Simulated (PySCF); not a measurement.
**[Tm(HCN)]3+ at several levels of theory**

Computed with PySCF 2.14.0 (density fitting, no spin-orbit coupling) at the geometry relaxed with PBE0:

```xyz
4
[Tm(HCN)]3+ (singlet in the valence; each metal's 4f electrons, 12 of them, lie in its core potential, out of spins and levels)
Tm    0.0000    0.0000   -0.2104
N     0.0000    0.0000    1.9556
C     0.0000    0.0000    3.1225
H     0.0000    0.0000    4.2403
```

```
level                                                              basis    state  HOMO (eV)  gap (eV)  charge on Tm1 (e)  population of f-type functions on Tm1 (polarisation alone where 4f lies in the core)  dipole about the centre of mass (D)  largest force component (eV/Å)
 PBE0      Tm lcecp-1-SVP with ECP58, N def2-SVP, C def2-SVP, H def2-SVP  singlet     -27.35      7.43               2.48                                                                                  0.02                                 5.34                            0.00
 PBE0  Tm lcecp-1-TZVP with ECP58, N def2-TZVP, C def2-TZVP, H def2-TZVP  singlet     -27.26      7.36               2.59                                                                                  0.02                                 5.40                            0.86
```

In the lcecp rows the 4f levels are missing from HOMO and gap, and the state counts the valence alone.

Charges are Mulliken's, which hang on the basis. The relaxation used the grid (50, 194), these runs (75, 302) or, all-electron (x2c bases, spin-free X2C Hamiltonian), (99, 590).

Q: A further run in the first row's basis gives HOMO (eV) -29.68, gap (eV) 12.28, charge on Tm1 (e) 2.50, population of f-type functions on Tm1 (polarisation alone where 4f lies in the core) 0.02, dipole about the centre of mass (D) 5.02, largest force component (eV/Å) 0.55. Which level was it?
A. wB97X
B. CAM-B3LYP

A: A. The others give HOMO -28.70 eV (CAM-B3LYP).

In the first row's basis the gap widens with exact exchange: 7.4 eV for PBE0 (a fixed share); 9.6 to 12.3 eV for CAM-B3LYP, wB97X (rising or full at long range).

An lcecp potential fixes the number of 4f electrons, so in runs with it no electron can move into or out of that shell.
